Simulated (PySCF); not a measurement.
**Excitation energies in several basis sets**

Compound: C4H8OSe.
Geometry (PBE0-D3(BJ)/def2-SVP, Å), atoms numbered from 1 in this order:
```xyz
14
C4H8OSe angstrom
C     -2.2646    0.1759    0.3104
O     -1.0051    0.6930    0.6252
C      0.0340   -0.1272    0.2915
C      1.3957    0.4990    0.5538
C      2.1435    0.0419   -0.7001
Se     0.4723   -0.3507   -1.6771
H     -3.0184    0.9024    0.6400
H     -2.4497   -0.7918    0.8140
H     -2.3678    0.0263   -0.7821
H     -0.0950   -1.1423    0.7119
H      1.8551    0.2179    1.5155
H      1.2523    1.5891    0.5439
H      2.7731    0.7990   -1.1851
H      2.7245   -0.8797   -0.5591
```

TDDFT with PBE0 (PySCF), vertical singlets, core orbitals frozen in the response, spherical d and f functions. Geometry: PBE0-D3(BJ)/def2-SVP, one conformer, isolated molecule. Relativistic effects, spin–orbit coupling among them, are left out although an element past zinc is present.

Problem. Compare 6-31G*, def2-SVP, def2-SVPD, aug-cc-pVDZ and def2-TZVP for this molecule.

Solution. 

| basis | functions | diffuse | S1 (eV) | S2 (eV) | S3 (eV) | S4 (eV) | S5 (eV) | LUMO (eV) | α (au) |
| --- | --- | --- | --- | --- | --- | --- | --- | --- | --- |
| 6-31G* | 118 | no | 4.03 | 5.82 | 6.25 | 6.85 | 7.40 | -0.21 | 67.5 |
| def2-SVP | 142 | no | 4.05 | 5.87 | 6.27 | 6.81 | 6.95 | -0.22 | 68.0 |
| def2-SVPD | 208 | yes | 3.91 | 5.46 | 5.66 | 5.78 | 6.21 | -0.60 | 81.6 |
| aug-cc-pVDZ | 223 | yes | 3.90 | 5.16 | 5.34 | 5.56 | 5.70 | -0.64 | 82.9 |
| def2-TZVP | 251 | no | 3.96 | 5.66 | 5.91 | 6.35 | 6.71 | -0.47 | 77.8 |

States are compared by their number. Against the largest diffuse basis here (aug-cc-pVDZ, itself not a converged limit), sets without diffuse functions differ by up to 0.15 eV in S1 and 1.71 eV in S5; the smaller diffuse sets differ by up to 0.00 and 0.51 eV. State by state, the largest deviation of a set without diffuse functions is S1 0.15, S2 0.71, S3 0.93, S4 1.29, S5 1.71 eV. The same number needn't mean the same state in each row. Against aug-cc-pVDZ the polarisability deviates by -19% in 6-31G*, -18% in def2-SVP, -2% in def2-SVPD, -6% in def2-TZVP.
